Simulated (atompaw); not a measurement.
## Ta: one change to a PAW (atompaw) potential, before and after

tantalum (Ta), PAW, made with atompaw 4.2.0.5 (PBE, scalar-relativistic). Core [Xe] 4f14, reference 5d3 6s1 6p0 (charge +1). Waves: 6s (bound): rc 2.90 bohr; 6s channel at 0.6 Ry: rc 2.90 bohr; 6p (bound, empty): rc 2.90 bohr; 6p channel at 0.45 Ry: rc 2.90 bohr; 5d (bound): rc 2.70 bohr; 5d channel at 0.65 Ry: rc 2.90 bohr. Local part: ultrasoft scheme with l = 3 at -0.5 Ry, radius 2.60 bohr. Core correction: smooth core density matched at 2.55 bohr. Augmentation charge: besselshape compensation charge, radius 2.15 bohr; PAW radius 2.90 bohr; waves and projectors: custom rrkj gramschmidtortho.

All-electron outer shells of the reference configuration (PBE, scalar-relativistic, ld1.x):

| shell | level (eV) | outermost node (bohr) | outermost maximum (bohr) |
| --- | --- | --- | --- |
| 4f | -31.91 | – | 0.44 |
| 6s | -11.62 | 1.32 | 2.68 |
| 5d | -10.49 | 0.65 | 1.56 |
| 6p | -6.61 | 1.58 | 3.48 |

Change: augmentation besselshape compensation charge, radius 2.15 bohr; PAW radius 2.90 bohr; waves and projectors: custom polynom2 7 10 vanderbiltortho.

Cutoffs: the cutoffs (Ry, on a coarse ladder) from which the occupation-weighted sum of valence levels, in a spherical-Bessel basis at the reference potential, stays within 10 and 1 mRy of its value at 400 Ry; they do not see the model core or the augmentation charge, which bear on the density cutoff.

**Question.** What does the change do?

**Answer.** The potential gets harder (12 Ry and 18 Ry → 25 Ry and 50 Ry); the range in which the p phases agree widens (upper end 0.7 → 1.8); neither file shows a bound ghost.

```csv
quantity,base,changed
"cutoff, loose",12 Ry,25 Ry
"cutoff, tight",18 Ry,50 Ry
loose cutoff by channel (10 mRy a level),"s 6 Ry, d 10 Ry","s 6 Ry, d 15 Ry"
bound ghosts,none,none
s: phases at 2.91 bohr within 0.05 rad from the reference energy up to (Ry; the scan ends near 5),2.1,1.8
p: phases at 2.91 bohr within 0.05 rad from the reference energy up to (Ry; the scan ends near 5),0.7,1.8
d: phases at 2.91 bohr within 0.05 rad from the reference energy up to (Ry; the scan ends near 5),1.5,1.4
lowest overlap eigenvalue by channel,"s 0.44, p 0.59, d 0.19","s 0.80, p 1.00, d 0.81"
```

 The cutoffs see the waves, projectors and local potential, not the compensation charge or the core.
